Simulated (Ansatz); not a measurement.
Pulling on the Pb1–H2 bond in ClHPb (SMILES [Cl][PbH]) (multiplicity 1 held, fragments rigid). Energies count from the point at 1.863 Å.
Geometry at that point (charge 0, multiplicity 1):
```xyz
3

Pb    -0.218    -0.213     0.294
H     -1.378    -0.887    -0.999
Cl     1.133     1.077    -1.357
```

R- and RO- levels are restricted; in cc, def2 and unpolarised 6-31G sets they are followed outwards from rest. U- levels take the lowest unrestricted solution at each point, which mixes spins at long bonds. Active spaces are followed from a long bond inwards. Curves can end on different states.

Frozen-core correlation. Filled d and f shells under p-block atoms count as core.

Codes used: Ansatz (Gaussian basis) for Hartree–Fock, density functionals and correlated methods.  In def2 rows elements past Kr take small-core potentials, without spin–orbit coupling.

Energies in eV.

```tsv
R (Å)	U-CCSD/def2-SVP	R-CCSD(T)/def2-SVP	R-CCSDT/def2-SVP	FIC-MRCISD on CASSCF(2,2)/def2-SVP	FIC-MRCISD+Q on CASSCF(2,2)/def2-SVP
1.490	1.14	1.15	1.15	1.15	1.15
1.676	0.23	0.23	0.23	0.23	0.23
1.863	0.00	0.00	0.00	0.00	0.00
2.049	0.12	0.11	0.11	0.11	0.12
2.235	0.40	0.39	0.39	0.39	0.39
2.515	0.94	0.89	0.89	0.89	0.89
2.794	1.46	1.37	1.36	1.36	1.37
3.260	2.07	1.92	1.93	1.93	1.94
3.725	2.30	2.15	2.23	2.21	2.23
4.284	2.36	2.14	2.36	2.34	2.36
5.029	2.37	2.01	2.41	2.38	2.40
5.961	2.38	1.91	2.42	2.39	2.40
```

Doubts at one or more of the structures used: a spin-contaminated determinant (U-CCSD/def2-SVP); T1 above 0.05 (U-CCSD/def2-SVP, R-CCSD(T)/def2-SVP, R-CCSDT/def2-SVP); a restricted determinant that unrestricted orbitals would lower (R-CCSD(T)/def2-SVP, R-CCSDT/def2-SVP); other coupled-cluster roots lie near (R-CCSD(T)/def2-SVP, R-CCSDT/def2-SVP).

Ansatz is a quantum-chemistry and plane-wave program.
